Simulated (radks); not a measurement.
Spherical jellium clusters: N electrons in a uniform positive sphere of charge N and radius rs N^(1/3), rs = 5.2 bohr. Method: non-relativistic Kohn-Sham, LDA (Slater exchange, Perdew-Wang correlation), spin-polarised, spherical densities; computed with a radial shooting solver with Libxc functionals. Levels are named by radial order and angular momentum (1s, 1p, 1d, 2s, ...), and open shells are averaged over m.

N = 26, configuration 1s2 1p6 1d10 2s2 1f(up 6, down 0). This is the lowest configuration that the search found. Occupied and some empty levels:

| level | occupation | eigenvalue (eV) | <r> (bohr) |
|---|---|---|---|
| 1s up | 1 | -3.8662 | 9.820 |
| 1s down | 1 | -3.7118 | 9.174 |
| 1p up | 3 | -3.5037 | 11.22 |
| 1p down | 3 | -3.2943 | 10.95 |
| 1d up | 5 | -3.0105 | 12.14 |
| 1d down | 5 | -2.7757 | 12.07 |
| 2s up | 1 | -2.6488 | 9.097 |
| 2s down | 1 | -2.5484 | 9.488 |
| 1f up | 6 | -2.4050 | 12.91 |
| 1f down | 0 | -2.1619 | 12.94 |
| 2p up | 0 | -1.8773 | 10.84 |
| 2p down | 0 | -1.7719 | 10.95 |
| 1g up | 0 | -1.7053 | 13.62 |
| 1g down | 0 | -1.4659 | 13.75 |
| 2d up | 0 | -1.1201 | 12.83 |
| 2d down | 0 | -1.0039 | 12.96 |

Energy (eV): total -47.6912, kinetic 28.814, external -1426.5, Hartree 710.77, exchange-correlation -77.267, background 716.45.

Electron density:

| r (bohr) | n(r) (e/bohr^3) |
|---|---|
| 1.09 | 0.002392 |
| 2.31 | 0.002170 |
| 3.52 | 0.001872 |
| 4.73 | 0.001607 |
| 5.95 | 0.001474 |
| 7.16 | 0.001518 |
| 8.38 | 0.001708 |
| 9.59 | 0.001941 |
| 10.8 | 0.002062 |
| 12.0 | 0.001927 |
| 13.2 | 0.001507 |
| 14.4 | 0.0009534 |
| 15.7 | 0.0004811 |
| 16.9 | 0.0002054 |
| 18.1 | 0.00007838 |
| 19.3 | 0.00002748 |
| 20.5 | 9.236e-06 |
| 21.7 | 2.976e-06 |
| 22.9 | 9.489e-07 |
| 24.2 | 2.958e-07 |
